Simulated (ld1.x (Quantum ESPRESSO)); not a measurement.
# u(r) = r·R(r): atom against pseudo-atom (B (Z = 5))

Columns: radius, all-electron u(r) and pseudo u(r) of the 2s shell (level -9.44 eV) of boron in the configuration [He] 2s2 2p1; PBE, scalar-relativistic, TM scheme, ld1.x (Quantum ESPRESSO) 7.5.

```
r (bohr)  all-electron   pseudo
   0.088        0.2526  -0.0495
   0.175        0.3063  -0.0967
   0.262        0.2570  -0.1404
   0.350        0.1556  -0.1807
   0.438        0.0328  -0.2185
   0.525       -0.0921  -0.2568
   0.612       -0.2111  -0.3014
   0.700       -0.3203  -0.3575
   0.788       -0.4160  -0.4254
   0.875       -0.4972  -0.4981
   0.962       -0.5652  -0.5652
   1.050       -0.6209  -0.6209
   1.138       -0.6641  -0.6641
   1.225       -0.6958  -0.6958
   1.312       -0.7176  -0.7176
   1.400       -0.7308  -0.7308
   1.487       -0.7363  -0.7363
   1.575       -0.7353  -0.7353
   1.662       -0.7289  -0.7289
   1.750       -0.7179  -0.7179
   1.838       -0.7032  -0.7032
   1.925       -0.6857  -0.6857
   2.012       -0.6658  -0.6658
   2.100       -0.6440  -0.6440
   2.188       -0.6208  -0.6208
   2.275       -0.5971  -0.5971
```

(1) How many radial nodes do the two functions have?

(2) At about which radius was the pseudo-wave matched?

(3) Is the pseudo-wave norm-conserving?

Results:

(1) The all-electron 2s function has n − l − 1 = 1; the pseudo-wave has 0, since the states of the same l below it are removed with the core.

(2) 1.00 bohr, where the columns begin to agree (steps of 0.09 bohr).

(3) Yes: the TM scheme keeps the norm inside the radius equal to the all-electron one, which fixes the energy derivative of the logarithmic derivative at the level.
